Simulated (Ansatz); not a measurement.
Rb₃H₂⁺ was relaxed with r2SCAN-D4 (def2-TZVP) in Ansatz in these states: charge +1 quintet, charge +1 singlet, charge +1 triplet. The geometries follow in no particular order.

In the def2 sets Rb takes a core potential; there is no spin–orbit coupling.

A:

```xyz
5

Rb   -2.021    5.190    0.870
Rb    1.852    1.408   -0.038
Rb    4.633   -3.281   -0.610
H    -0.934   -3.302    0.308
H    -3.529   -0.014   -0.529
```

B:

Cartesian coordinates in Å:
```
Rb -0.644 0.055 5.661
Rb 0.000 0.008 0.000
Rb 0.643 -0.074 -5.659
H 0.293 -0.024 -2.580
H -0.292 0.035 2.578
```

C:

```xyz
5

Rb    3.263    1.622    3.595
Rb   -0.212    0.496   -0.085
Rb   -2.980   -2.261   -3.496
H    -1.636   -0.929   -1.840
H     1.565    1.072    1.826
```

Question: Judge from the bond lengths which geometry belongs to which state (an estimate).

Answer: A is the charge +1 quintet (Rb3–H4 5.642 Å, Rb1–H5 5.596 Å, Rb2–H5 5.587 Å); B is the charge +1 triplet (Rb3–H4 3.100 Å, Rb1–H5 3.103 Å, Rb2–H5 2.595 Å); C is the charge +1 singlet (Rb3–H4 2.514 Å, Rb1–H5 2.514 Å, Rb2–H5 2.672 Å).

At r2SCAN-D4/def2-TZVP the gap within one spin of the charge 1 triplet nearly closes, so an electron or hole may be smeared out by delocalisation error. At PBE0-D4/def2-TZVP a singlet lies 4.85 eV below the charge +1 quintet. At PBE0-D4/def2-TZVP a singlet lies 3.27 eV below the charge +1 triplet. These are the stationary points nearest to one start from a short search; other shapes may lie lower in each state. The charge +1 quintet has come apart into loosely held pieces.
